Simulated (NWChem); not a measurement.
Molecule: Si₂H₄OClF; SMILES O[Si@H]([SiH2]F)Cl

```xyz
9

O      2.0083     0.6112    -0.0593
Si     0.4014     0.4913     0.3230
Cl    -0.7273     1.9099    -0.7050
Si    -0.3838    -1.5530    -0.4909
F      0.3118    -2.7883     0.3161
H      2.4994     1.3603     0.2937
H      0.1717     0.7528     1.7737
H     -1.8586    -1.6392    -0.2902
H     -0.0562    -1.6809    -1.9390
```
Atoms are numbered in this order, from 1.

Structure relaxed at the PBE0/def2-SVP level.

Question: Give the principal values of the shielding tensors (ppm) of O1, Si2, Cl3, Si4, F5 from PBE0/pcSseg-1, GIAO (NWChem), with their diamagnetic and paramagnetic parts as GIAO splits them.

Answer: 
```csv
atom,σ11,σ22,σ33,isotropic,diamagnetic,paramagnetic
O1,239.0,272.0,320.0,277.0,390.8,-113.8
Si2,312.9,344.5,390.3,349.2,879.5,-530.3
Cl3,692.9,938.8,1038.9,890.2,1148.7,-258.5
Si4,298.4,313.6,454.0,355.4,878.3,-523.0
F5,401.8,429.1,447.8,426.2,473.3,-47.0
```
